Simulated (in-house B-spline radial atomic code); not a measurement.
A calculation on the potassium ion K³⁺: its settings, and results tabulated from the run. Method: non-relativistic SCAN, spin-polarised, spherical fractional occupations, point nucleus. Calculated with an all-electron radial atomic-structure program (B-spline basis).

Command:
```bash
python run_scf.py task.json out
```
Settings:
```
Z                19
configuration    [Ne] 3s2 3p4
hamiltonian      nr
method           scan,scan
spin_polarised   True
```

Output (hartree, bohr):
```
 radial grid: 45 intervals, B-splines of order 8, outer radius 18.6486 bohr

 iter        energy (Eh)    residual
    1        -596.943821    3.42e-02
    2        -596.946499    1.59e-03
    3        -596.946510    8.22e-04
    4        -596.946512    4.30e-04
    5        -596.946513    4.02e-05
    6        -596.946513    8.60e-06
    7        -596.946513    1.15e-06
    8        -596.946513    2.86e-07
    9        -596.946513    7.13e-09

 total energy                      -596.94651
 kinetic                             596.3967
 electron-nucleus                  -1393.0042
 Hartree                             231.9819
 exchange-correlation                -32.3208

 orbital      occ     eigenvalue          <r>       <r^2>       <1/r>     <1/r^2>       r_max
 1s up      1.000      -131.0429    0.0815781  0.00894085     18.5341     692.789     0.05354
 1s down    1.000      -131.0131    0.0815629  0.00893731     18.5368     692.954     0.05353
 2s up      1.000       -14.6725     0.388076    0.178464     3.78915     59.2523      0.3194
 2s down    1.000       -14.6565     0.388015    0.178242     3.78607     59.1161      0.3197
 2p up      3.000       -12.0113     0.349988    0.151747     3.70018     19.0003      0.2631
 2p down    3.000       -11.9792      0.35006    0.151639     3.69722     18.9681      0.2636
 3s up      1.000        -2.7566      1.20484     1.66061     1.15029     8.05777       1.056
 3s down    1.000        -2.6135      1.21673     1.69659     1.13881     7.89471       1.059
 3p up      3.000        -2.0875      1.28753     1.92246     1.05025     2.45223       1.106
 3p down    1.000        -1.9502      1.30545      1.9829      1.0378     2.40188        1.11

 Slater integrals (Eh)
   F0(3s up,3s up)               0.746946
   F0(3s up,3s down)             0.743390
   F0(3s up,3p up)               0.722258
   G1(3s up,3p up)               0.484900
   F0(3s up,3p down)             0.717240
   F0(3s down,3s down)           0.739881
   F0(3s down,3p up)             0.719016
   F0(3s down,3p down)           0.714057
   G1(3s down,3p down)           0.478466
   F0(3p up,3p up)               0.700121
   F2(3p up,3p up)               0.357358
   F0(3p up,3p down)             0.695496
   F2(3p up,3p down)             0.354220
   F0(3p down,3p down)           0.690950
   F2(3p down,3p down)           0.351189
```

Time taken, with all properties: 0.15 s on 1 thread of Arm Neoverse V2 (shared host).
